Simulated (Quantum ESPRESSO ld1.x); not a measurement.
The numbers below are computed, except where a source is named.
Tb+, 64 electrons, occupied as [Xe] 4f9.25 6s0.75 (fractional occupations, a model configuration). Level of theory: Dirac Kohn-Sham, relativistic LDA (MacDonald-Vosko exchange, VWN5 correlation), spin-unpolarised, spherical densities, point nucleus; open shells fill j = l - 1/2 first (ld1.x of Quantum ESPRESSO 7.5).

Spin-orbit splittings of the eigenvalues, e(l+1/2) - e(l-1/2), with zeta = 2 splitting/(2l+1) and mean radii in bohr:

shell,occ.,splitting (eV),zeta (eV),<r> j=l-1/2,<r> j=l+1/2
2p,6,738.1,492.1,0.07611,0.08303
3p,6,152.5,101.7,0.2292,0.2424
3d,10,33.45,13.38,0.2144,0.2185
4p,6,34.11,22.74,0.5540,0.5844
4d,10,6.180,2.472,0.6189,0.6298
4f,9.25,0.7701,0.2200,0.9132,0.9368
5p,6,4.316,2.877,1.512,1.619
5d,0,0.2340,0.09361,2.849,2.933
5f,0,0,0,12.10,12.12
6p,0,0.3728,0.2485,4.713,4.966
